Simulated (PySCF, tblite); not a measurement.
Compound: C5H11FSSi2.
Numbering: `[CH3:1][S:2][SiH2:3][C:4]1=[CH:5][CH2:6][SiH2:7][C@H:8]1[F:9]` (hydrogens: H10, H11, H12 on C1; H13, H14 on Si3; H15 on C5; H16, H17 on C6; H18, H19 on Si7; H20 on C8)

Geometry (GFN2-xTB, Å), atoms numbered from 1 in this order:
```
atom  x, y, z in Å
C1     4.1304    0.1598   -0.6937
S2     2.5225    0.9988   -0.6021
Si3    1.2805   -0.7343   -0.3408
C4    -0.4752   -0.1122   -0.1927
C5    -0.8886    1.1344   -0.4005
C6    -2.3426    1.4769   -0.2830
Si7   -3.2086   -0.1948    0.0251
C8    -1.5279   -1.1255    0.1636
F9    -1.4487   -2.2188   -0.6992
H10    4.3096   -0.3851    0.2277
H11    4.1397   -0.5177   -1.5416
H12    4.8841    0.9289   -0.8238
H13    1.7145   -1.4025    0.8906
H14    1.4992   -1.6113   -1.4899
H15   -0.1915    1.9233   -0.6464
H16   -2.4827    2.1860    0.5353
H17   -2.6729    1.9912   -1.1869
H18   -3.9757   -0.6993   -1.1094
H19   -3.9476   -0.2422    1.2877
H20   -1.3238   -1.5449    1.1556
```

Jobs on this species (20 atoms, 94 electrons) with PySCF (density fitting) and tblite. Hardware of each: one thread of an Arm Neoverse N1, no GPU, shared host. The host was shared with other jobs, so the times are rough.

```json
{"level and settings": "GFN2-xTB", "work": "Hessian by finite differences", "basis functions": "–", "SCF cycles": "–", "wall time": "?"}
{"level and settings": "GFN2-xTB", "work": "L-BFGS relaxation", "basis functions": "–", "SCF cycles": "–", "wall time": "2.9 s"}
{"level and settings": "PBE0/pcSseg-1", "work": "shieldings, ring-centre shieldings, charges and field gradients, density and orbital grids written", "basis functions": "229", "SCF cycles": "14", "wall time": "1.9 min"}
```

Task: Fill in the missing figures.

Result: 
- GFN2-xTB; Hessian by finite differences: 2.0 s

Task: What do all jobs in the table cost together?

Result: About 2.0 min; the longest takes about 96 % of that, and about 57 times as long as the shortest.
